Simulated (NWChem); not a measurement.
Molecule: SeCl2; SMILES Cl[Se]Cl

```xyz
3

Se     0.0000     0.0000     0.6841
Cl    -1.6848     0.0000    -0.6841
Cl     1.6848     0.0000    -0.6841
```
Atoms are numbered in this order, from 1.

STO-3G and 3-21G are far too small for this property and stand as cheap habits. The geometry was optimised at PBE0/def2-SVP.

Symmetry labels are those of C2v in the frame above (b1 and b2, or b-type labels, depend on it).

**Question.** List the 4 lowest vertical singlet excitations from PBE0/3-21G, TDA (NWChem).

**Answer.** 
```tsv
state	energy (eV)	oscillator strength	symmetry	leading excitation (squared amplitude)
S1	2.64	0.001	b2	HOMO → LUMO (1.00)
S2	3.02	0.000	a2	HOMO → LUMO+1 (1.00)
S3	5.16	0.007	b1	HOMO−1 → LUMO (0.77)
S4	5.18	0.000	a2	HOMO−3 → LUMO (0.99)
```
